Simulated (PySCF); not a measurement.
SMILES O[SiH2]c1ccccc1, GFN2-xTB optimised geometry.

```
16

O     -0.60    -3.11     0.36
Si    -1.53    -1.83    -0.03
C     -0.55    -0.22     0.00
C     -1.20     1.01    -0.01
C     -0.49     2.20    -0.01
C      0.90     2.18     0.00
C      1.56     0.96     0.00
C      0.84    -0.22     0.00
H     -0.11    -3.15     1.17
H     -2.64    -1.70     0.92
H     -1.96    -2.19    -1.37
H     -2.28     1.04    -0.01
H     -1.01     3.15    -0.01
H      1.46     3.10     0.00
H      2.64     0.94     0.00
H      1.37    -1.16     0.00
```

Density from CAM-B3LYP/def2-TZVP in PySCF at that geometry.

Minimum of the electron density along straight lines between bonded atoms, close to the bond critical point (lines longer than 1.1 times the sum of covalent radii, or with two minima, are not listed):

| bond | length / Å | ρ at the minimum / e bohr⁻³ | ∇²ρ there / e bohr⁻⁵ | position (fraction from the first atom) |
|---|---|---|---|---|
| O1–Si2 | 1.627 | 0.143 | 0.88 | 0.59 |
| Si2–C3 | 1.890 | 0.121 | 0.17 | 0.39 |
| C3–C4 | 1.392 | 0.318 | -0.94 | 0.50 |
| C4–C5 | 1.383 | 0.326 | -0.99 | 0.50 |
| C5–C6 | 1.385 | 0.325 | -0.98 | 0.50 |
| C6–C7 | 1.384 | 0.325 | -0.98 | 0.50 |
| C3–C8 | 1.392 | 0.318 | -0.93 | 0.50 |
| C7–C8 | 1.383 | 0.326 | -0.98 | 0.50 |
| O1–H9 | 0.953 | 0.361 | -2.49 | 0.81 |
| Si2–H10 | 1.467 | 0.127 | 0.16 | 0.49 |
| Si2–H11 | 1.457 | 0.130 | 0.17 | 0.49 |
| C4–H12 | 1.081 | 0.289 | -1.04 | 0.64 |
| C5–H13 | 1.081 | 0.288 | -1.04 | 0.65 |
| C6–H14 | 1.081 | 0.289 | -1.04 | 0.65 |
| C7–H15 | 1.081 | 0.288 | -1.04 | 0.65 |
| C8–H16 | 1.082 | 0.289 | -1.04 | 0.65 |
